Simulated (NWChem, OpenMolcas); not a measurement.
## Exact exchange and the HOMO–LUMO gap of InH3

InH3: 4 atoms, total charge 0, spin state singlet. As SMILES, `[InH3]`. The shape is that of a PBE0-D4/def2-TZVP optimisation.

The HOMO–LUMO gap y, in eV, basis def2-TZVP with a core potential; a is the functional's share of exact exchange. Programs: NWChem 7.3.0, OpenMolcas 26.06.

```
functional     program     a  y (eV)
    r2SCAN  OpenMolcas     0    4.99
      BP86      NWChem     0    4.41
     B3LYP  OpenMolcas   0.2       ?
      PBE0  OpenMolcas  0.25    6.28
     BHLYP  OpenMolcas   0.5    8.02
```

Fit y = c + s·a to the known rows and predict B3LYP.


1. Means of the 4 rows: a = 0.1875, y = 5.925.
2. Σ(Δa)² = 0.17188, Σ(Δa·Δy) = 1.1362, so the slope is 1.1362/0.17188 = 6.6104.
3. Intercept: 5.925 − (6.6104) × 0.1875 = 4.686. The largest residual of the fit is 0.30.
4. B3LYP: 4.686 + (6.6104) × 0.2 = 6.01 eV.

The run gave 5.80 eV, so the prediction is off by +0.21 eV, within the largest residual. Exact exchange lowers occupied levels and raises empty ones. The rows mix families of semi-local functionals, which the line can't see.
